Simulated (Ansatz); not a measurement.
Reactions of CH₃FInNO, SMILES `[NH2][In]([F])[CH]=O`.

Gas-phase electronic energies from Ansatz, PBE0-D4/def2-TZVP geometries. CCSD(T)/CBS adds triple-zeta CCSD(T) − MP2 to the extrapolated MP2 energy (def2 sets, frozen cores). This one scheme is used for every species, atoms too. For atomizations the MP2-based limit and the directly extrapolated one differ by several kJ/mol either way, and by 10 to 25 for some Ge, Se and Sn compounds, so smaller differences from it don't rank the levels. Functionals use def2-TZVPP. Open shells (•) are unrestricted, without spin–orbit coupling. Spin–orbit coupling would lower the free atoms: a little for C, F, O; strongly for In. def2 core potentials past Kr. For Br, In outer-core shells are correlated without core-valence functions, so the limit isn't a true one: a few kJ/mol of doubt a bond, and 10 to 20 or more in all where bonds break to atoms. Scalar relativity is left out up to krypton. One conformer a species, not always the lowest.

```csv
reaction,CCSD(T)/CBS(def2) (kJ/mol)
`[NH2][In]([F])[CH]=O` + HBr → `[NH2][In]([F])[Br]` + `C=O`,?
`[NH2][In]([F])[CH]=O` + H₂S → `[NH2][In]([F])[SH]` + `C=O`,-113
`[NH2][In]([F])[CH]=O` + CH₄ → `[CH3][In]([NH2])[CH]=O` + H–F,?
`[NH2][In]([F])[CH]=O` + CH₃OH → `C[O][In]([NH2])[F]` + `C=O`,-43
`[NH2][In]([F])[CH]=O` → C• + F• + 3 H• + In• + N• + O•,2778
`[NH2][In]([F])[CH]=O` + H–F → `[NH2][In]([F])[F]` + `C=O`,-69
```

**Question.** Fill in the missing values. (An estimate is asked.)

**Answer.** Computed: `[NH2][In]([F])[CH]=O` + HBr → `[NH2][In]([F])[Br]` + `C=O`: -153.6 kJ/mol; `[NH2][In]([F])[CH]=O` + CH₄ → `[CH3][In]([NH2])[CH]=O` + H–F: +88.6 kJ/mol.

Largest T1 diagnostic: 0.018, for `[NH2][In]([F])[CH]=O`.
